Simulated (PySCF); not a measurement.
PySCF 2.14 output of an unrestricted B3LYP calculation on a single atom or ion in def2-SVP with the def2 core potential (28 electrons) (4s4p2d, 26 functions), with scalar relativity through the core potential:

```
SCF conv_tol = 1e-09
number electrons alpha = 11  beta = 10
    P. J. Stephens, F. J. Devlin, C. F. Chabalowski, and M. J. Frisch.,  J. Phys. Chem. 98, 11623 (1994)
cycle= 1 E= -239.35264783446  delta_E= -0.0044  |g|= 0.0165  |ddm|= 0.265
cycle= 2 E= -239.352699005713  delta_E= -5.12e-05  |g|= 0.00482  |ddm|= 0.0263
cycle= 3 E= -239.352704739786  delta_E= -5.73e-06  |g|= 0.000364  |ddm|= 0.00573
cycle= 4 E= -239.352704789344  delta_E= -4.96e-08  |g|= 2.28e-05  |ddm|= 0.000576
cycle= 5 E= -239.352704789576  delta_E= -2.32e-10  |g|= 3.27e-07  |ddm|= 4.27e-05
converged SCF energy = -239.352704789576  <S^2> = 0.75159691  2S+1 = 2.0015963
```

The run itself started from symmetry-adapted Hartree-Fock orbitals and held the occupation by maximum overlap, on a logarithmic radial grid, so the iterations belong to that start.

Which element, charge and spin multiplicity is this?

Sb²⁺ (antimony, charge +2), multiplicity 2; the state was [Kr] 4d10 5s2 5p1, 2P determinant.

Energies and moments cover only the electrons outside the core potential.
